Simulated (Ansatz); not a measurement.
Molecule: C7H9N, charge 0, multiplicity 1. SMILES: Cc1cccc(C)n1
Coordinates optimised at B3LYP-D3(BJ)/def2-TZVP (Ansatz, a program for electronic structure):
```xyz
17

C     -2.4249    -1.0348     0.2028
C     -1.1566    -0.2538     0.0105
C     -1.1695     1.0580    -0.4622
C      0.0365     1.7237    -0.6174
C      1.2145     1.0660    -0.2986
C      1.1460    -0.2460     0.1685
C      2.3814    -1.0185     0.5326
N     -0.0187    -0.8831     0.3163
H     -3.3036    -0.4504    -0.0687
H     -2.5190    -1.3487     1.2440
H     -2.4039    -1.9416    -0.4044
H     -2.1071     1.5416    -0.7016
H      0.0581     2.7429    -0.9824
H      2.1728     1.5560    -0.4079
H      2.3345    -1.3323     1.5770
H      3.2849    -0.4281     0.3833
H      2.4496    -1.9252    -0.0714
```
Charge 0, spin multiplicity 1.

Parts of the frozen-core correlation energy in cc-pVTZ (Ansatz, hartree). Frozen orbitals: 8; correlated occupied orbitals by spin: 21 and 21; virtual: 337 and 337. No spin-orbit coupling. Non-relativistic. The restricted reference is unstable.

| term | value |
|---|---|
| reference (HF) | -324.88431 |
| MP2 opposite-spin | (withheld) |
| MP2 same-spin | (withheld) |
| CCSD correlation | (withheld) |
| (T) | -0.06971 |
| T1 diagnostic | 0.012 |
| largest doubles amplitude | 0.074 |

Task: What belongs in the gaps?

Result: 
- MP2 opposite-spin, value: -1.00336
- MP2 same-spin, value: -0.33112
- CCSD correlation, value: -1.37035
